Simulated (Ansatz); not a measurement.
Total energies of S-phenylphenoxathiinium bis(oxalato)borate (C₂₂H₁₃BO₉S) from Ansatz at PBE-D4/def2-SVP, gas phase (1 Eh = 27.2114 eV = 2625.5 kJ/mol). The reference geometry is relaxed at PBE-D4/def2-SVP.

| state | geometry | energy (Eh) |
| --- | --- | --- |
| charge 0 singlet | reference | -1943.30993 |
| charge 1 doublet | reference | -1943.02888 |
| charge -1 doublet | reference | -1943.35683 |
| charge -1 doublet | relaxed at PBE-D4/def2-SVP | -1943.37229 |
| free O atom (triplet) | – | -74.91467 |
| free C atom (triplet) | – | -37.75124 |
| free B atom (doublet) | – | -24.58153 |
| free S atom (triplet) | – | -397.80063 |
| free H atom (doublet) | – | -0.49863 |

Single mean-field runs in def2-SVP are fitted with def2-universal-jkfit.

(1) Work out the vertical ionisation energy to the doublet.

(2) Work out the vertical electron affinity, to the doublet.

(3) Give the fundamental gap IE − EA, the Mulliken electronegativity (IE + EA)/2 and the hardness (IE − EA)/2.

(4) How much does the charge -1 doublet relax, and what is the adiabatic electron affinity?

(5) What is the binding energy per atom against free atoms?

(1) E(charge 1 doublet) − E(charge 0 singlet) = -1943.02888 − (-1943.30993) = 0.28105 Eh = 7.65 eV. For comparison, −ε of the highest occupied level is 5.45 eV at this level, 2.20 eV less.

(2) E(charge 0 singlet) − E(charge -1 doublet) = -1943.30993 − (-1943.35683) = 0.04690 Eh = 1.28 eV. The basis lacks diffuse functions, which makes affinities too small.

(3) From the values in Eh: IE − EA = 0.28105 − 0.04690 = 0.23415 Eh = 6.37 eV; (IE + EA)/2 = 4.46 eV; (IE − EA)/2 = 3.19 eV. The HOMO–LUMO gap of the same run is 2.35 eV, 4.02 eV smaller than the fundamental gap.

(4) Relaxation: -1943.35683 − (-1943.37229) = 0.01546 Eh = 0.42 eV. Adiabatic electron affinity: 0.06236 Eh = 1.70 eV, without zero-point energy. 

(5) Atoms: 9 × (-74.91467) + 22 × (-37.75124) + 1 × (-24.58153) + 1 × (-397.80063) + 13 × (-0.49863) = -1933.62366 Eh. Binding: -1933.62366 − (-1943.30993) = 9.68627 Eh = 263.58 eV, or 5.73 eV for each of 46 atoms (no zero-point energy, no counterpoise term).

At PBE-D4/def2-SVP the gap within one spin of the charge 1 doublet nearly closes, so an electron or hole may be smeared out by delocalisation error. At PBE-D4/def2-SVP the gap within one spin of the charge -1 doublet nearly closes, so an electron or hole may be smeared out by delocalisation error. At PBE-D4/def2-SVP the highest occupied level of the charge -1 doublet lies above zero (up to 0.52 eV). By energy differences its removal costs 1.28 eV (vertical, to the charge 0 singlet, at PBE-D4/def2-SVP); self-interaction error and the lack of diffuse functions both raise the level.
